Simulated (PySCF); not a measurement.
CH5GaS2, SMILES [CH3][Ga]([SH])[SH]. Atoms are numbered in the order given.

```xyz
9

Ga     0.2862    -0.0729    -0.0199
C      2.1827    -0.5820    -0.1405
H      2.2722    -1.6787    -0.0956
H      2.7430    -0.1578     0.7066
H      2.6274    -0.2277    -1.0815
S     -0.8373    -0.3862     1.8775
H     -2.0148     0.0931     1.4159
S     -0.7647     0.8101    -1.7728
H     -1.9646     0.9403    -1.1621
```
Charge 0, spin multiplicity 1.

Geometry: B3LYP-D3(BJ)/def2-SVP. The structure was generated by enumeration; whether it is a known compound was not checked. Other conformers were not sampled.

Method: B3LYP-D3(BJ)/def2-SVP run with PySCF 2.14.0.

Frequencies are harmonic and unscaled.

A small imaginary wavenumber (i) marks a very flat motion, where grid noise or a shallow saddle decides the sign.

```
mode  ν (cm⁻¹)  IR (km/mol)  Raman (Å⁴/amu)  depolarisation  moving atoms (share of kinetic energy)
----  --------  -----------  --------------  --------------  --------------------------------------
1          22i          0.2             0.1            0.75                                  H 98 %
2          122         10.3             3.3            0.66                  S 67 %, Ga 21 %, H 8 %
3          127          1.8             2.2            0.75         C 43 %, H 26 %, S 20 %, Ga 11 %
4          132          3.5             0.0               –         Ga 47 %, S 22 %, C 17 %, H 14 %
5          218          0.1             0.1            0.75                                  H 98 %
6          274         31.6             4.0            0.75                                  H 94 %
7          358         12.7            25.7            0.12                         S 82 %, Ga 11 %
8          412         52.9             4.7            0.75                         S 57 %, Ga 39 %
9          576         31.7            16.3            0.24                 C 61 %, Ga 20 %, H 18 %
10         646          0.1             5.6            0.75                                  H 94 %
11         706          0.6             7.8            0.68                                  H 93 %
12         713         13.7             0.5            0.72                          H 82 %, C 16 %
13         768         55.1             2.9            0.75                          H 81 %, C 16 %
14        1220          1.8             3.8            0.11                          H 81 %, C 19 %
15        1429          1.1            10.3            0.75                                  H 95 %
16        1431          3.6             9.5            0.75                                  H 95 %
17        2676          2.3             6.2            0.38                                  H 97 %
18        2679          3.3           212.8            0.30                                  H 97 %
19        3039          3.0           139.9            0.00                                  H 97 %
20        3133          2.5            88.7            0.75                           H 91 %, C 9 %
21        3149          2.7            94.6            0.75                          H 90 %, C 10 %
```
